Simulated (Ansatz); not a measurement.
Kohn–Sham single points on C₄H₁₀BCl, SMILES `CCB(Cl)CC`.

```yaml
crystal:
  periodic: [false, false, false]
  atoms:
    - {symbol: C, position_ang: [0.319151, -2.522810, -0.810215]}
    - {symbol: C, position_ang: [0.795680, -1.180397, -0.276116]}
    - {symbol: B, position_ang: [-0.261237, -0.072753, 0.038219]}
    - {symbol: Cl, position_ang: [-1.953194, -0.535812, 0.263120]}
    - {symbol: C, position_ang: [0.138267, 1.433328, 0.158430]}
    - {symbol: C, position_ang: [-0.800636, 2.389691, 0.878254]}
    - {symbol: H, position_ang: [-0.183885, -2.408752, -1.773377]}
    - {symbol: H, position_ang: [-0.395364, -2.988803, -0.129266]}
    - {symbol: H, position_ang: [1.151300, -3.216348, -0.950588]}
    - {symbol: H, position_ang: [1.563696, -0.746942, -0.929568]}
    - {symbol: H, position_ang: [1.323203, -1.326112, 0.681446]}
    - {symbol: H, position_ang: [1.151861, 1.487865, 0.575942]}
    - {symbol: H, position_ang: [0.271681, 1.758106, -0.887199]}
    - {symbol: H, position_ang: [-1.792813, 2.387737, 0.423365]}
    - {symbol: H, position_ang: [-0.927792, 2.105065, 1.925425]}
    - {symbol: H, position_ang: [-0.422718, 3.414335, 0.856428]}
basis:
  gaussian: {orbitals: def2-TZVPP}
hamiltonian: {xc: lda}
output: {orbitals: {seedname: orbitals}}
```

```sh
$ ansatz run in.yaml --threads 4 --pin off --events-out ev --progress --plain --max-ram 11315MiB
```

It prints (some lines left out):

```
Functional definition: SPW92
1773 factors; their error is unknown
mean field evaluation 1: about -17398.6510 eV, gradient 1.0e2 eV
mean field evaluation 2: about -17342.5986 eV, gradient 1.7e2 eV
mean field evaluation 4: about -17424.1713 eV, gradient 1.5e1 eV
mean field evaluation 8: about -17424.7027 eV, gradient 2.3e-1 eV
mean field evaluation 16: about -17424.6569 eV, gradient 3.7e-4 eV
mean field -17424.65685842 eV, -640.3443286903 hartree, gradient 6.4e-5 eV, S^2 0.000000; 0 other end points of the search recorded, 0 dependent functions left out
reference -17424.65690616 eV, -640.3443304447 hartree; 28, 28 occupied and 309, 309 virtual orbitals, 1773 factors
Total energy: -17424.65690616 eV, -640.3443304447 hartree
```

Hardware: 4 threads of an Arm Neoverse V2 on a shared host. Wall time 2 s, peak host memory 0.52 GiB.

Changing it to `hamiltonian: {xc: hse06, dispersion: d4}` (abridged; 5.5 s):

```
Functional definition: HSE06
mean field evaluation 16: about -17503.1276 eV, gradient 2.9e-5 eV
mean field -17503.12760781 eV, -643.2280755410 hartree, gradient 2.9e-5 eV, S^2 0.000000
Total energy: -17503.39686260 eV, -643.2379704720 hartree
```

The same input with `hamiltonian: {xc: {name: LC-wPBE}}` (abridged; 4.1 s):

```
Functional definition: LC-wPBE
mean field evaluation 16: about -17507.6022 eV, gradient 3.1e-5 eV
mean field -17507.60222045 eV, -643.3925145226 hartree, gradient 3.1e-5 eV, S^2 0.000000
Total energy: -17507.60222046 eV, -643.3925145229 hartree
```

The same input with `hamiltonian: {xc: {name: B3LYP}, dispersion: d4}` and forces (abridged; 9.5 s):

```
Functional definition: B3LYP
mean field evaluation 16: about -17514.9480 eV, gradient 1.1e-4 eV
mean field -17514.94804425 eV, -643.6624685680 hartree, gradient 5.3e-6 eV, S^2 0.000000
Total energy: -17515.49400073 eV, -643.6825320986 hartree
Atom 0 force    -0.060994    -0.215119    -0.080899 eV/Å
Atom 1 force     0.138746     0.173785     0.085704 eV/Å
Atom 2 force     0.121631     0.031081    -0.015955 eV/Å
Atom 3 force    -0.208878    -0.056857     0.028035 eV/Å
Atom 4 force     0.181266    -0.084374    -0.131087 eV/Å
Atom 5 force    -0.138148     0.160178     0.107457 eV/Å
Atom 6 force     0.023279    -0.015601     0.040195 eV/Å
Atom 7 force     0.042949     0.011001    -0.043322 eV/Å
Atom 8 force    -0.042807     0.024160     0.001752 eV/Å
Atom 9 force    -0.029177    -0.034717     0.024841 eV/Å
Atom 10 force    -0.009337    -0.006038    -0.042550 eV/Å
Atom 11 force    -0.046751     0.013338    -0.014247 eV/Å
Atom 12 force    -0.000379     0.004118     0.045694 eV/Å
Atom 13 force     0.051190     0.015231     0.030764 eV/Å
Atom 14 force     0.001612     0.022527    -0.043778 eV/Å
Atom 15 force    -0.024201    -0.042712     0.007395 eV/Å
Dipole moment:     0.300062     0.082181    -0.039885 e Å
```

With the line `hamiltonian: {xc: r2scan, dispersion: d4}` and forces (abridged; 8 s):

```
Functional definition: r2SCAN
mean field evaluation 16: about -17510.0988 eV, gradient 5.1e-4 eV
mean field -17510.09883718 eV, -643.4842634950 hartree, gradient 4.5e-5 eV, S^2 0.000000
Total energy: -17510.18875437 eV, -643.4875678907 hartree
Atom 0 force    -0.030942    -0.151471    -0.048441 eV/Å
Atom 1 force     0.019403     0.112186     0.031117 eV/Å
Atom 2 force     0.110690     0.028062    -0.014576 eV/Å
Atom 3 force    -0.134438    -0.036487     0.018101 eV/Å
Atom 4 force     0.064403    -0.087184    -0.045111 eV/Å
Atom 5 force    -0.089148     0.118141     0.064610 eV/Å
Atom 6 force     0.004037     0.000732     0.016917 eV/Å
Atom 7 force     0.014799     0.009459    -0.013883 eV/Å
Atom 8 force    -0.016464     0.003713    -0.002004 eV/Å
Atom 9 force     0.014129    -0.001966     0.008158 eV/Å
Atom 10 force     0.013722     0.000955    -0.001680 eV/Å
Atom 11 force     0.009701     0.007908    -0.010821 eV/Å
Atom 12 force     0.012398     0.006746     0.000084 eV/Å
Atom 13 force     0.019901     0.000452     0.009218 eV/Å
Atom 14 force    -0.000535     0.000390    -0.017640 eV/Å
Atom 15 force    -0.011654    -0.011636     0.005951 eV/Å
Dipole moment:     0.308980     0.084625    -0.041079 e Å
```

Changing it to `hamiltonian: {xc: {name: r2SCANh}, dispersion: d4}` (abridged; 8.5 s):

```
Functional definition: r2SCANh
mean field evaluation 16: about -17509.9418 eV, gradient 9.8e-5 eV
mean field -17509.94180517 eV, -643.4784926752 hartree, gradient 1.6e-5 eV, S^2 0.000000
Total energy: -17510.03636011 eV, -643.4819675050 hartree
```

HSE06 is the plane-wave form, built on full-range PBE exchange.

B3LYP takes the VWN-RPA correlation (the form of Gaussian; ORCA's B3LYP/G).
